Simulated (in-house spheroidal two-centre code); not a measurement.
Computed with a spheroidal two-centre code. Model: one electron and two fixed point charges, non-relativistic, separated in prolate spheroidal coordinates (energies exact to about nine digits).

With r1 and r2 the distances to the charges and R their separation, ξ = (r1 + r2)/R and η = (r1 − r2)/R; m is the angular momentum about the axis. The force apart is −d(total energy)/dR, and minima and barriers are those of the total energy. The separation constant A is the eigenvalue of −d/dη(1−η²)d/dη + m²/(1−η²) − p²η² − R(Z2−Z1)η, with p² = −E R²/2 and E the electronic energy.

Command:
```bash
python run_two.py task.json out
```
Settings:
```
Z1                     1
Z2                     1
xi_nodes               0
eta_nodes              3
m                      1
```

Cost of the run: 1.7 s on 1 thread of Intel(R) Xeon(R) Processor @ 2.30GHz, with other jobs on the host.

**Energy curve, total energy includes the repulsion of the charges.**

Given: first charge 1; second charge 1; united atom label 5g pi g; nodes in ξ 0; nodes in η 3.

Computed: united atom energy -0.08 hartree; innermost minimum distance 35.657 bohr; innermost minimum curvature 2.3994e-05 hartree/bohr².

```tsv
distance (bohr)	electronic energy (hartree)	total energy (hartree)	kinetic energy (hartree)	force apart (hartree/bohr)
0.804	-0.0800507975	1.1637303	0.080153	1.5471
1.08	-0.0800917385	0.845834187	0.080276	0.85751
1.44	-0.0801633352	0.614281109	0.080491	0.48248
1.93	-0.0802942048	0.43784051	0.080886	0.26877
2.59	-0.0805324164	0.30556797	0.081609	0.14949
3.47	-0.0809638967	0.207220541	0.082928	0.083616
4.65	-0.0817565771	0.133297186	0.085382	0.047028
6.23	-0.0832267917	0.077286852	0.089978	0.026848
8.35	?	?	?	?
11.2	-0.0905020475	-0.00121633317	0.10876	0.0096021
15	-0.0956543271	-0.0289876604	0.11001	0.0054017
18.8	-0.0975221512	-0.0443306618	0.098628	0.0028881
22.5	-0.0965812899	-0.0521368454	0.085125	0.0014661
26.2	-0.0941306012	-0.0559626622	0.073843	0.00068245
30	-0.0909997518	-0.0576664185	0.06552	0.00026177
33.8	-0.0878059646	-0.0582201657	0.060087	5.5246e-05
37.5	-0.0848992335	-0.0582325668	0.056893	-3.5733e-05
41.2	-0.0822963978	-0.0580245531	0.055133	-7.0192e-05
45	-0.0799614168	-0.0577391946	0.054281	-7.6842e-05
48.8	?	?	?	?
52.5	-0.0762579088	-0.0572102897	0.053979	-6.1541e-05
56.2	-0.0747943274	-0.0570007331	0.054086	-5.1858e-05
60	-0.0734874394	-0.0568207727	0.054234	-4.3106e-05
63.8	-0.0723451602	-0.056671179	0.054382	-3.5877e-05
67.5	-0.0713641548	-0.05654934	0.054512	-3.0185e-05
71.2	-0.0704914011	-0.0564464573	0.054624	-2.5591e-05
75	-0.0696900365	-0.0563567032	0.054723	-2.1783e-05
78.8	-0.0689703513	-0.0562799959	0.054807	-1.8695e-05
82.5	-0.0683367472	-0.0562155351	0.054877	-1.6227e-05
86.2	-0.0677603251	-0.056159397	0.054937	-1.418e-05
90	-0.0672200622	-0.0561089511	0.054991	-1.2423e-05
106	-0.0653875041	-0.0559535419	0.055154	-7.5459e-06
125	-0.0638414518	-0.0558414518	0.055269	-4.5821e-06
147	-0.0625649555	-0.0557622344	0.055349	-2.8116e-06
172	-0.0615205062	-0.0557065527	0.055405	-1.7538e-06
203	-0.0605901175	-0.0556640091	0.055447	-1.0667e-06
238	-0.0598361833	-0.0556345026	0.055477	-6.6214e-07
281	-0.0591709454	-0.0556122265	0.055499	-4.0256e-07
330	-0.0586269752	-0.0555966722	0.055515	-2.4872e-07
```

Task: What belongs in the row 8.35?

Result: electronic energy (hartree): -0.0859464191; total energy (hartree): 0.03381406; kinetic energy (hartree): 0.098193; force apart (hartree/bohr): 0.015809.

Task: What belongs in the row 48.8?

Result: electronic energy (hartree): -0.0779477922; total energy (hartree): -0.0574559889; kinetic energy (hartree): 0.053989; force apart (hartree/bohr): -7.1035e-05.

Task: What is the innermost minimum total energy?

Result: -0.058268 hartree.

**Where the electron sits, z along the axis from the midpoint, the separation constant A tends to l(l+1) at zero distance; at short distance the term in R(Z2−Z1)η can raise or lower it, and at long distance it falls (p² = -ER²/2).**

| distance (bohr) | mean z squared (bohr²) | mean squared distance from axis (bohr²) | separation constant |
| --- | --- | --- | --- |
| 1.08 | 98.826 | 106.8 | 19.978 |
| 1.93 | ? | ? | ? |
| 3.47 | 96.21 | 103.65 | 19.766 |
| 6.23 | 89.885 | 95.969 | 19.227 |
| 11.2 | 75.157 | 77.07 | 17.313 |
| 18.8 | 76.76 | 70.261 | 12.084 |
| 26.2 | 106.46 | 79.968 | 5.5227 |
| 33.8 | 167.08 | 90.541 | -2.5056 |
| 41.2 | 261.09 | 97.388 | -12.244 |
| 48.8 | 394.36 | 101.02 | -24.899 |
| 56.2 | 556.34 | 102.7 | -40.174 |
| 63.8 | 752.5 | 103.64 | -59.031 |
| 71.2 | 971.2 | 104.24 | -80.503 |
| 78.8 | 1224 | 104.7 | -105.75 |
| 86.2 | 1497.5 | 105.05 | -133.43 |
| 106 | 2363 | 105.7 | -222.5 |
| 147 | 4775.7 | 106.42 | -476.33 |
| 203 | ? | ? | ? |
| 281 | 18515 | 107.21 | -1957.6 |

Task: What belongs in the row 1.93?

Result: mean z squared (bohr²): 98.211; mean squared distance from axis (bohr²): 106.06; separation constant: 19.928.

Task: What belongs in the row 203?

Result: mean z squared (bohr²): 9426.4; mean squared distance from axis (bohr²): 106.89; separation constant: -974.01.
